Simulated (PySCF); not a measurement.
# Radial density of I²⁺ (iodine, charge +2)

UHF, [Kr] 4d10 5s2 5p3, high-spin 4S determinant. All numbers are calculated (PySCF 2.14, the spin-free X2C one-electron Hamiltonian (Gaussian nucleus), in aug-cc-pwCVTZ-DK3 (10s9p7d4f1g, 109 functions)).

| r (bohr) | 4πr²ρ (e/bohr) | 4πr²(ρα − ρβ) |
| --- | --- | --- |
| 0.0268 | 64.03 | 0.0284 |
| 0.0451 | 62.60 | 0.0709 |
| 0.0759 | 87.75 | 0.0597 |
| 0.128 | 70.00 | -0.0148 |
| 0.215 | 72.34 | 0.1492 |
| 0.361 | 45.05 | -0.0015 |
| 0.608 | 26.62 | 0.3617 |
| 1.02 | 16.52 | -0.0288 |
| 1.72 | 4.439 | 1.7363 |
| 2.89 | 1.175 | 0.8458 |
| 4.87 | 0.02678 | 0.0232 |

Densities and radii are taken from the X2C orbitals without a picture-change correction, which distorts them close to the nucleus.

Where is the radial spin density 4πr²(ρα − ρβ) most negative, and why is it negative at all?

Around r = 1.02 bohr, down to -0.0288 e/bohr: exchange with the open shell polarises the paired shells in an unrestricted calculation.
